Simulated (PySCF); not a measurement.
Gas-phase reaction: 4 Ga(CH₃)₃ → 4 GaH(CH₃)₂ + CH₃ + C₃H₅ (allyl)

Energies from PySCF, thermal terms from the rigid-rotor harmonic-oscillator model, ideal gas at 1 bar. S°(298 K) at PBE0/def2-TZVP differs from the NASA 1993 table for C₃H₅ (allyl) (-17 J/mol/K); whether the harmonic model or the table's entry is off was not settled. † marks an energy on the PBE0/def2-TZVP geometry and frequencies. MP2 and CCSD(T) freeze the core. Open shells (unrestricted): CH₃ (multiplicity 2), C₃H₅ (allyl) (multiplicity 2); the rest are closed-shell singlets. Ga: all electrons, no relativistic terms. Methyl groups turn as free rotors in Ga(CH₃)₃, GaH(CH₃)₂. GaH(CH₃)₂: computed as isolated molecules; such fragments, hydroxides, amides, oligomers or adducts are transient or little studied in the gas. MP2 isn't extrapolated to the basis-set limit; its ΔH°(298 K) is 543.3 kJ in def2-SVP and 590.3 kJ in def2-TZVPP. CCSD(T) isn't extrapolated to the basis-set limit. The harmonic model lacks anharmonicity and excited electronic states, which grow with temperature; levels with a mode under 35 cm⁻¹ are left out. Warning, spin contamination: C₃H₅ (allyl) (CCSD(T)/def2-SVP†, MP2/def2-TZVPP†).

ΔH° and ΔS° at 298 K: BLYP/def2-TZVP† 444 kJ, 306 J/K; CCSD(T)/def2-SVP† 484 kJ, 306 J/K; MP2/def2-TZVPP† 590 kJ, 306 J/K.

With the heat capacities included, give log10 K (1 bar) at 800, 1200, 1400, 1800, 2500 K from BLYP/def2-TZVP†, CCSD(T)/def2-SVP†, MP2/def2-TZVPP†.


```
T (K)  BLYP/def2-TZVP†  CCSD(T)/def2-SVP†  MP2/def2-TZVPP†
-----  ---------------  -----------------  ---------------
800              -12.9              -15.5            -22.4
1200              -3.2               -4.9             -9.5
1400              -0.4               -1.9             -5.9
1800               3.3                2.1             -1.0
2500               6.8                6.0              3.8
```
